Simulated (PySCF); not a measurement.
**Choosing a basis for TDDFT**

Compound: CHBr3.
InChI=1S/CHBr3/c2-1(3)4/h1H

TDDFT with PBE0 (PySCF), vertical singlets, core orbitals frozen in the response, spherical d and f functions. Geometry: PBE0-D3(BJ)/def2-SVP; no solvent, vibrations or thermal averaging. Relativistic effects, spin–orbit coupling among them, are left out although an element past zinc is present.

| basis | functions | diffuse | S1 (eV) | S2 (eV) | S3 (eV) | S4 (eV) | S5 (eV) | LUMO (eV) | α (au) |
| --- | --- | --- | --- | --- | --- | --- | --- | --- | --- |
| 6-31G* | 112 | no | 4.78 | 5.33 | 5.35 | 5.35 | 5.95 | -1.89 | 57.7 |
| def2-SVP | 115 | no | 4.94 | 5.46 | 5.51 | 5.51 | 6.12 | -1.60 | 57.1 |
| def2-SVPD | 151 | yes | 4.79 | 5.32 | 5.35 | 5.35 | 5.96 | -1.97 | 78.5 |
| def2-TZVP | 181 | no | 4.85 | 5.36 | 5.40 | 5.41 | 6.02 | -1.83 | 70.6 |

**Question.** Compare the sets with the largest diffuse one.

**Answer.** States are compared by their number. Against the only diffuse basis here (def2-SVPD, itself not a converged limit), sets without diffuse functions differ by up to 0.16 eV in S1 and 0.17 eV in S5. State by state, the largest deviation of a set without diffuse functions is S1 0.16, S2 0.14, S3 0.16, S4 0.16, S5 0.17 eV. The same number needn't mean the same state in each row. Against def2-SVPD the polarisability deviates by -26% in 6-31G*, -27% in def2-SVP, -10% in def2-TZVP.
